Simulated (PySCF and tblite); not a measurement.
Results of a calculation; reference values are marked as such.
Conformers and averaged properties: C8H14, numbered as in [CH2:1]=[C:2]([CH3:3])/[C:4](=[CH:5]/[CH3:6])[CH2:7][CH3:8]

Conformers came from 90 starts (ETKDG and KDG, MMFF94s, GFN2-xTB); geometries are GFN2-xTB. Energies: PBE0-D3(BJ)/pcSseg-1, with GFN2-xTB thermal terms (modes under about 100 cm⁻¹ blended into free rotors). Symmetry numbers and mirror images are counted. Conformers within 3 kcal/mol (GFN2-xTB free energy) were kept, 10 at most. GIAO shieldings: PBE0/pcSseg-1. Shifts are against TMS (¹H), TMS (¹³C) at the same level; of two unlike H on one atom, a is the less shielded. Run with PySCF (density fitting) and tblite.

Torsions listed: C3–C2–C4–C7, C2–C4–C7–C8. Of a mirror pair one member is shown.

```tsv
conformer	shape	symmetry	E(GFN2) kcal/mol	E(DFT) kcal/mol	G(298.15 K) kcal/mol	weight %	dipole D
1	46°, 72°	C1 (pair)	0.04	0.32	0.00	52.0	0.55
2	-158°, -98°	C1 (pair)	0.00	0.00	0.26	33.6	0.63
3	-50°, 101°	C1 (pair)	0.22	0.86	0.76	14.4	0.66
```

Weights (%) against temperature:

| T (K) | 1 | 2 | 3 | S(mix) cal/mol/K |
| --- | --- | --- | --- | --- |
| 250 | 54.2 | 34.2 | 11.6 | 3.26 |
| 273.15 | 53.1 | 33.9 | 13.0 | 3.30 |
| 298.15 | 52.0 | 33.6 | 14.4 | 3.34 |
| 323.15 | 50.9 | 33.3 | 15.8 | 3.37 |
| 373.15 | 48.9 | 32.9 | 18.2 | 3.42 |

Averaged shifts at 298.15 K. ¹H: 5.85 (H5, 1H), 5.20 (H1a, 1H), 5.10 (H1b, 1H), 2.30 (H7, 2H), 1.95 (H3, 3H), 1.89 (H6, 3H), 0.99 (H8, 3H) ppm. ¹³C: 156.4 (C2), 152.2 (C4), 128.8 (C5), 117.4 (C1), 25.8 (C7), 24.3 (C3), 17.0 (C6), 16.4 (C8) ppm.

Coordinates of conformer 1 (Å):

```xyz
22

C     1.528   -0.528    1.730
C     1.284   -0.226    0.460
C     2.314   -0.459   -0.608
C    -0.013    0.348    0.041
C    -0.558    1.329    0.760
C    -1.863    2.023    0.540
C    -0.645   -0.262   -1.182
C    -1.171   -1.664   -0.868
H     2.475   -0.932    2.046
H     0.785   -0.396    2.498
H     2.050   -1.325   -1.216
H     2.387    0.407   -1.264
H     3.287   -0.645   -0.161
H    -0.001    1.705    1.609
H    -1.690    3.061    0.253
H    -2.469    1.547   -0.225
H    -2.430    2.033    1.471
H     0.092   -0.325   -1.984
H    -1.464    0.359   -1.542
H    -1.936   -1.614   -0.096
H    -1.604   -2.118   -1.757
H    -0.367   -2.301   -0.507
```

Coordinates of conformer 2 (Å):

```xyz
22

C     1.429   -1.768    0.626
C     1.028   -1.038   -0.413
C     1.465   -1.421   -1.800
C     0.157    0.140   -0.269
C    -0.586    0.569   -1.294
C    -1.531    1.725   -1.306
C     0.121    0.823    1.077
C    -1.080    0.372    1.909
H     1.133   -1.567    1.640
H     2.067   -2.626    0.490
H     1.802   -0.546   -2.354
H     2.277   -2.142   -1.754
H     0.642   -1.877   -2.349
H    -0.556    0.033   -2.232
H    -2.560    1.362   -1.314
H    -1.408    2.377   -0.447
H    -1.387    2.310   -2.214
H     0.071    1.905    0.938
H     1.044    0.611    1.619
H    -1.079    0.869    2.877
H    -2.008    0.611    1.397
H    -1.051   -0.703    2.072
```

Shifts are unscaled: against experiment ¹³C can be off by 15 ppm or more and ¹H by 0.8 ppm.

Search and properties took 68 s on 1 thread of AMD EPYC 9B45, shared host (rough), launched as `OMP_NUM_THREADS=1 python ens_run.py task.json out`.
